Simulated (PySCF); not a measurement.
H₃AlBr₂Si, SMILES `[SiH3][Al]([Br])[Br]`, neutral singlet in the gas phase. 

Cartesian coordinates (Å):
```xyz
7

Si    -1.1572     0.0185     0.0736
Al     1.2716     0.0042    -0.0848
Br     2.4831     1.8996    -0.1561
Br     2.3995    -1.9429    -0.1600
H     -1.5729    -0.6340     1.3449
H     -1.6886     1.4062     0.0431
H     -1.7355    -0.7516    -1.0607
```
Charge 0, spin multiplicity 1.

All levels are single points at this geometry (PBE0-D3(BJ)/def2-TZVP); Pople sets use spherical d functions. Orbital energies aren't observables, and empty levels follow the basis.

```
level                            HOMO (eV)  LUMO (eV)  gap (eV)  dipole (D)  vertical IE, Delta-SCF (eV)
-------------------------------  ---------  ---------  --------  ----------  ---------------------------
ωB97X-D3(BJ)/def2-TZVP in PySCF     -10.37      -0.12     10.25        1.40                            –
B3LYP/6-31G* in PySCF                -7.86      -2.10      5.76        1.60                         9.86
PBE/6-31G* in PySCF                  -6.98      -2.68      4.30        1.51                         9.56
SVWN5/6-31G* in PySCF                -7.08      -2.86      4.22        1.64                         9.70
HF/3-21G in PySCF                   -10.54       0.62     11.16        2.03                            –
HF/STO-3G in PySCF                   -7.64       6.86     14.50        2.44                            –
```
